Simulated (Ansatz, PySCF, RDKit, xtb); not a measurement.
Dimer: H2S (SMILES S) (first 3 atoms) with CHN (SMILES C#N); geometry from B3LYP-D3(BJ)/def2-TZVP, rigid monomers moved along the line of their centres of mass till H2···N5 is 2.73 Å.
(charge 0, multiplicity 1):
```xyz
6

S      0.21905     0.02307    -0.80221
H      0.31104    -0.04992     0.53738
H     -0.01055    -1.29400    -0.92292
C      0.60543    -0.12056     4.40181
N      0.50421    -0.17523     3.26239
H      0.69939    -0.06995     5.46350
```

Monomers are frozen at their geometry in the pair; levels with a basis set take the counterpoise correction. Rows marked so take none.

Frozen-core correlation. CBS: X⁻³ extrapolation of the correlation energy, Hartree–Fock from the larger set. Rows in 6-31G* carry no dispersion term and start afresh at each structure (6-31G* with six Cartesian d functions).

Programs: Ansatz (Gaussian orbitals); PySCF for 6-31G* rows, the dispersion terms; RDKit for the force fields; xtb for the GFN methods. 

```csv
level,interaction energy (kcal/mol)
MMFF94,-1.96
GFN1-xTB,-1.19
PBE-D4/def2-TZVPPD,-2.11
r2SCAN-D4/def2-TZVPPD,-1.76
B3LYP/6-31G*,-1.59
M06-2X/6-31G* (no counterpoise),-2.15
MP2/aug-cc-pV(D+d)Z,-2.03
CCSD(T)/aug-cc-pV(D+d)Z,(withheld)
"CCSD(T)/CBS(aug-cc-pV(D+d)Z, aug-cc-pV(T+d)Z)",-1.96
```

Fill in the missing entries.


- CCSD(T)/aug-cc-pV(D+d)Z, interaction energy (kcal/mol): -1.85

Ansatz is a quantum-chemistry and plane-wave program.
